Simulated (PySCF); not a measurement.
**Assigning NMR signals**

Geometry (Å), atoms numbered from 1 in this order:
```xyz
35

Si   -0.159    0.093    0.196
C    -0.108    0.089    2.086
C     1.088   -0.661    2.672
H    -1.055   -0.305    2.494
H    -0.066    1.147    2.399
H     1.108   -0.609    3.773
H     1.083   -1.729    2.399
H     2.038   -0.247    2.303
N     1.443    0.128   -0.492
C     2.313    1.253   -0.281
C     2.092   -1.028   -1.047
H     3.150    1.020    0.410
H     1.752    2.098    0.147
H     2.768    1.606   -1.228
H     1.369   -1.846   -1.174
H     2.532   -0.811   -2.041
H     2.915   -1.402   -0.405
N    -0.930    1.553   -0.352
C    -2.099    2.070    0.308
C    -0.646    2.187   -1.611
H    -2.008    3.156    0.508
H    -2.258    1.571    1.276
H    -3.022    1.927   -0.290
H     0.232    1.721   -2.079
H    -1.493    2.109   -2.325
H    -0.434    3.268   -1.487
N    -0.994   -1.332   -0.353
C    -1.090   -2.567    0.375
C    -1.468   -1.412   -1.710
H    -2.123   -2.964    0.355
H    -0.816   -2.426    1.430
H    -0.432   -3.364   -0.033
H    -1.462   -0.417   -2.179
H    -0.856   -2.086   -2.345
H    -2.509   -1.788   -1.748
```

- geometry from PBE0-D3(BJ)/def2-SVP
- GIAO KT2/pcSseg-1 shieldings
- run in PySCF 2.14
- single conformer, no solvent, fast rotation and ring inversion assumed for equivalent nuclei, non-relativistic Hamiltonian

Shifts are taken against calculated references (same method and geometry level): $^{13}$C (183.22 ppm) and $^{1}$H (31.18 ppm) vs TMS.

Problem. Assign these signals to the numbered atoms. $^{13}$C{$^{1}$H} NMR (computed): δ 39.5, 11.5, 9.8.

Solution. 
39.5 → C10/C11/C19/C20/C28/C29, carbon bonded to N, 3 H
11.5 → C3, carbon bonded to C, 3 H
9.8 → C2, carbon bonded to C, Si, 2 H

C3 and C2 lie closer than the usual error of such a calculation, so a measured spectrum could show them in the other order.

Problem. Assign these signals to the numbered atoms. $^{1}$H NMR (400 MHz, computed): δ 2.55 (s, 18H), 0.98 (t, 3H), 0.81 (q, 2H).

Solution. 
| δ (ppm) | atoms | environment | reason |
| --- | --- | --- | --- |
| 2.55 | H12/H13/H14/H15/H16/H17/H21/H22/H23/H24/H25/H26/H30/H31/H32/H33/H34/H35 | hydrogen on a carbon bonded to N | – |
| 0.98 | H6/H7/H8 | hydrogen on a carbon bonded to C | – |
| 0.81 | H4/H5 | hydrogen on a carbon bonded to C, Si | – |

Shifts are as computed. Against solution values, carbons near 30 ppm lie about +2 ppm off and those near 130 ppm about -5 ppm. Of 1313 compounds with measured shifts, 239 miss one by over three times the rms of a fit or turn the order of signals round; such compounds aren't used in these exercises. Multiplicities follow the n + 1 count of equivalent neighbours, as no J values were calculated; m marks all less simple cases, F and P coupling included.
